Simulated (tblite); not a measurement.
A structure optimised at GFN2-xTB (Å):
```
atom  x, y, z in Å
C1    -3.023    2.755   -0.184
C2    -2.466    1.691   -0.262
Si3   -1.602    0.050   -0.406
Si4   -3.207   -1.615   -0.064
Cl5   -1.063    0.002   -2.425
Si6    0.375    0.216    0.831
N7     0.535   -1.408    1.436
Si8    2.278    1.110   -0.196
C9     3.704   -0.156   -0.131
H10   -3.510    3.686   -0.116
H11   -2.825   -2.416    1.103
H12   -3.339   -2.540   -1.195
H13   -4.548   -1.085    0.202
H14    0.064    0.936    2.082
H15    0.651   -2.163    0.779
H16    1.144   -1.567    2.222
H17    2.775    2.342    0.439
H18    2.050    1.440   -1.610
H19    3.434   -1.083   -0.629
H20    4.598    0.224   -0.616
H21    3.968   -0.401    0.895
```

Charge 0, singlet.

Read off the bonds between heavy atoms and their formal orders.

C1–C2 1.20 Å (triple); C2–Si3 1.86 Å (single); Si3–Si4 2.34 Å (single); Si3–Cl5 2.09 Å (single); Si3–Si6 2.34 Å (single); Si6–N7 1.74 Å (single); Si6–Si8 2.34 Å (single); Si8–C9 1.91 Å (single). Bonds to hydrogen (Å): C1–H10 1.05; Si4–H11 1.47; Si4–H12 1.47; Si4–H13 1.47; Si6–H14 1.48; N7–H15 1.01; N7–H16 1.01; Si8–H17 1.47; Si8–H18 1.47; C9–H19 1.09; C9–H20 1.09; C9–H21 1.09.

Write the SMILES.

`C#C[Si@@]([SiH3])(Cl)[Si@@H](N)[SiH2]C`, C3H12ClNSi4. Among its features: alkyne, Si–H bond and C–Si bond.

What is the point group of this geometry?

C1 (no symmetry element, even within 0.4 Å).

Describe the place of each heavy atom.

C1: terminal alkyne carbon; C2: alkyne carbon; Si3: chlorine-bound silicon; Si4: SiH3 silicon; Cl5: silicon-bound chlorine; Si6: SiH silicon; N7: silicon-bound nitrogen; Si8: SiH2 silicon; C9: Si-methyl carbon.

What is the arrangement about Si8?

It has 4 neighbours (Si6, C9, H17, H18) and is distorted tetrahedral (angles from 106.2° to 113.9°).

What is the arrangement about Si4?

It has 4 neighbours (Si3, H11, H12, H13) and is distorted tetrahedral (angles from 106.6° to 113.5°).

All values are computed, not measured.
